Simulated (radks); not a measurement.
Task: The mean radii <r> (bohr) of the occupied orbitals of an atom or ion are listed with their occupations. Calculated with a radial shooting solver on a logarithmic mesh with Libxc functionals: Dirac Kohn-Sham, Slater X-alpha with alpha = 0.924, spin-unpolarised, spherical densities, finite nucleus; Fermi nuclear charge, rms radius of each element as measured or else 0.836 A^(1/3) + 0.57 fm.

| orbital | occ. | <r> |
|---|---|---|
| 1s1/2 | 2 | 0.03107 |
| 2s1/2 | 2 | 0.1341 |
| 2p1/2 | 2 | 0.1136 |
| 2p3/2 | 4 | 0.1187 |
| 3s1/2 | 2 | 0.3662 |
| 3p1/2 | 2 | 0.3572 |
| 3p3/2 | 4 | 0.3680 |
| 3d3/2 | 4 | 0.3398 |
| 3d5/2 | 6 | 0.3433 |
| 4s1/2 | 2 | 0.9034 |
| 4p1/2 | 2 | 0.9666 |
| 4p3/2 | 4 | 0.9978 |
| 4d3/2 | 4 | 1.311 |
| 4d5/2 | 6 | 1.330 |

Name the element and its charge. Open shells, if any, fill j = l - 1/2 first.

Result: Z = 47, silver, charge +1: Ag+ in [Kr] 4d10. The 1s radius gives Z: for a bare nucleus <r> = (2 gamma + 1)/(2Z) with gamma = sqrt(1 - (Z/c)^2), 0.03062 bohr for Z = 47, and screening makes it slightly larger (0.03107 here). The occupations add up to 46, and the charge is Z minus that.
